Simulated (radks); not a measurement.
Question: The iodine anion I-, [Xe], held by a Watson sphere: a shell of charge +1 at radius R that stands for the Madelung well of a crystal (potential energy -1/R inside, -1/r outside, in hartree with lengths in bohr). Calculated with a radial shooting solver on a logarithmic mesh with Libxc functionals: scalar-relativistic Kohn-Sham, LDA (Slater exchange, VWN5 correlation), spin-polarised, spherical densities, point nucleus. Response by self-consistent Sternheimer equations with the Hartree and adiabatic LDA kernel, the relativistic mass of each level held fixed and spin-orbit coupling left out. The sphere does not respond.

R (bohr)  e(4d) (eV)  e(5s) (eV)  e(5p) (eV)  <r> 5p (bohr)  sum of <r^2> (bohr^2)  X-ray form factor at sin(theta)/lambda = 0.1 1/angstrom  alpha (bohr^3)
3            -49.201     -17.293      -7.282          2.535                  71.18                                                   49.637           41.15
3.38         -48.876     -16.837      -6.887          2.572                  72.72                                                   49.581           45.23
3.9          -48.434     -16.269      -6.351          2.611                  74.44                                                   49.524           50.88
4.19         -48.190     -15.979      -6.066          2.628                  75.22                                                   49.501           53.93
4.73         -47.752     -15.486      -5.573          2.652                  76.38                                                   49.470           59.24
4.9          -47.621     -15.342      -5.428          2.658                  76.67                                                   49.463           60.79
5.27         -47.346     -15.049      -5.132          2.669                  77.22                                                   49.450           63.92
5.89         -46.926     -14.610      -4.688          2.681                  77.91                                                   49.437           68.41

Estimate the row for R = 3.21 bohr.

Answer: e(4d) (eV) -49.021; e(5s) (eV) -17.037; e(5p) (eV) -7.064; <r> 5p (bohr) 2.556; sum of <r^2> (bohr^2) 72.06; X-ray form factor at sin(theta)/lambda = 0.1 1/angstrom 49.604; alpha (bohr^3) 43.39.
